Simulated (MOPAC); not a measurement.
MOPAC input (AM1):

```
AM1 1SCF CHARGE=1 GEO-OK AUX(PRECISION=9) THREADS=1
HF2OS

O     1.26266590 1   -0.56782754 1    0.24651039 1
S    -0.15905165 1   -0.06174957 1    0.42039352 1
F    -0.92039015 1   -0.69724690 1   -0.75349422 1
F    -0.11117853 1    1.36670338 1   -0.14417350 1
H     1.72761739 1   -0.49449504 1   -0.61936988 1
```

From the last part of the output:

```
                                                       MOPAC v23.2.5 Linux

          FINAL HEAT OF FORMATION =         27.22242 KCAL/MOL =     113.89861 KJ/MOL

          COSMO AREA              =         87.90 SQUARE ANGSTROMS
          COSMO VOLUME            =         71.08 CUBIC ANGSTROMS

          IONIZATION POTENTIAL    =         18.278921 EV
          HOMO LUMO ENERGIES (EV) =        -18.279 -6.791
          NO. OF FILLED LEVELS    =         13
          MOLECULAR WEIGHT        =         87.0641         POINT GROUP:  Cs

          MOLECULAR DIMENSIONS (Angstroms)

            Atom       Atom       Distance
            H     5    F     4     2.65914
            F     3    H     5     2.07318
            S     2    F     3     0.93418

          SCF CALCULATIONS        =          1

   ATOM   CHEMICAL          X               Y               Z
  NUMBER   SYMBOL      (ANGSTROMS)     (ANGSTROMS)     (ANGSTROMS)

     1       O          1.26266590  *  -0.56782754  *   0.24651039  *
     2       S         -0.15905165  *  -0.06174957  *   0.42039352  *
     3       F         -0.92039015  *  -0.69724690  *  -0.75349422  *
     4       F         -0.11117853  *   1.36670338  *  -0.14417350  *
     5       H          1.72761739  *  -0.49449504  *  -0.61936988  *

                             CARTESIAN COORDINATES

   1    O        1.262665900    -0.567827540     0.246510390
   2    S       -0.159051650    -0.061749570     0.420393520
   3    F       -0.920390150    -0.697246900    -0.753494220
   4    F       -0.111178530     1.366703380    -0.144173500
   5    H        1.727617390    -0.494495040    -0.619369880

           Empirical Formula: H O S F2  =     5 atoms

      MOLECULAR POINT GROUP   :   Cs

                  EIGENVALUES
 -57.23284 -56.75956 -45.93043 -29.53531 -27.62304 -26.00558 -24.97685 -23.26978
 -22.63955 -22.20024 -21.51826 -21.34529 -18.27892  -6.79128  -6.48311  -6.17736
  -1.88114

              NET ATOMIC CHARGES AND DIPOLE CONTRIBUTIONS

  ATOM NO.   TYPE          CHARGE      No. of ELECS.   s-Pop       p-Pop
    1          O          -0.600400        6.6004     1.84598     4.75442
    2          S           1.912329        4.0877     1.74217     2.34550
    3          F          -0.338657        7.3387     1.91559     5.42306
    4          F          -0.338657        7.3387     1.91559     5.42306
    5          H           0.365385        0.6346     0.63462
 DIPOLE           X         Y         Z       TOTAL
 POINT-CHG.    -0.240    -0.950     3.538     3.671
 HYBRID         0.803     0.310    -2.116     2.284
 SUM            0.563    -0.641     1.422     1.658

          ATOMIC ORBITAL ELECTRON POPULATIONS

     Atom    s        px        py        pz
    1  O   1.84598   1.42553   1.81771   1.51118
    2  S   1.74217   0.74335   0.65821   0.94394
    3  F   1.91559   1.82851   1.85828   1.73628
    4  F   1.91559   1.92464   1.60025   1.89818
    5  H   0.63462

 **********************
 *                    *
 * JOB ENDED NORMALLY *
 *                    *
 **********************

 == MOPAC DONE ==
```

The dipole moment of an ion depends on the origin.

The geometry given is a B3LYP-D3(BJ)/def2-TZVP minimum.
